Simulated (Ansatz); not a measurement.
One change: `CC(=O)C(C)(C)C(C)(C)C` becomes `CC(=O)C(C)C`.

Ansatz, PBE0-D4/def2-TZVP geometries, multiplicity 1. Each molecule was computed in one conformer, which needn't be the lowest.

| property | `CC(=O)C(C)(C)C(C)(C)C` |
| --- | --- |
| LUMO energy (B3LYP/def2-TZVPP) / eV | -0.62 |
| size of the dipole moment (B3LYP/def2-TZVPP) / D | 2.62 |
| size of the dipole moment (ωB97M-V/def2-TZVPP) / D | 2.61 |
| HOMO energy (PBE0/def2-TZVPP) / eV | -6.93 |
| LUMO energy (PBE0/def2-TZVPP) / eV | -0.35 |
| HOMO–LUMO gap (PBE0/def2-TZVPP) / eV | 6.58 |

**Question.** What does the change do to each property? (Estimate.)

**Answer.** The calculation gave: 
| property | `CC(=O)C(C)C` | shift |
| --- | --- | --- |
| LUMO energy (B3LYP/def2-TZVPP) / eV | -0.56 | 0.06 |
| size of the dipole moment (B3LYP/def2-TZVPP) / D | 2.98 | 0.36 |
| size of the dipole moment (ωB97M-V/def2-TZVPP) / D | 2.97 | 0.36 |
| HOMO energy (PBE0/def2-TZVPP) / eV | -7.02 | -0.09 |
| LUMO energy (PBE0/def2-TZVPP) / eV | -0.28 | 0.07 |
| HOMO–LUMO gap (PBE0/def2-TZVPP) / eV | 6.74 | 0.16 |

With PBE0 the HOMO falls by 0.09 eV and the LUMO rises by 0.07 eV, so the gap widens by about 0.16 eV. PBE moves the HOMO by -0.04 eV and ωB97M-V by -0.11 eV. Dipoles are sizes alone; their direction can turn.

Positive LUMOs are unbound, so they and the gaps depend on the basis.

B3LYP here is the variant with VWN-RPA as its local correlation; programs differ in this.
